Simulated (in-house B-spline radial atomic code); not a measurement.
Neutral boron is squeezed into an impenetrable sphere of radius R (the orbitals vanish at R). Caution: exact exchange at fractional occupations of open shells leaves self-interaction of up to several eV. Method: non-relativistic PBE0, spin-polarised, spherical fractional occupations, point nucleus. Calculated with a radial B-spline atomic code at the basis-set limit.

Energies in eV above the free atom in [He] 2s2 2p1:

```
R (bohr)  highest level (eV)  [He] 2s2 2p1  [He] 2s1 2p2  -dE/dV in [He] 2s2 2p1 (GPa)
    8.56               -3.67       0.01837         3.221                        0.0226
    6.72               -3.41        0.1338         3.339                         0.287
    5.06               -2.26        0.9659         4.221                           4.1
    4.51               -1.24         1.959         5.249                          10.9
     3.8                1.29         5.086         8.398                          41.8
    2.84                  10         20.23         22.97                           326
    2.63                13.7         27.92         30.18                           542
    2.04                32.2         73.95         71.93                          2700
     1.9                39.7         95.12         90.65                          4160
    1.35                 124         290.9         257.7                         31300
```

(1) Does [He] 2s1 2p2 fall below [He] 2s2 2p1 under compression?

The highest level is first positive in the row R = 3.8 bohr, pushed up by confinement above the zero of the free ion's potential. Each configuration is held fixed and needn't be the lowest in the sphere.

## Answers

(1) Yes, between R = 2.63 and 2.04 bohr the order changes (near 2.32 bohr by linear interpolation).
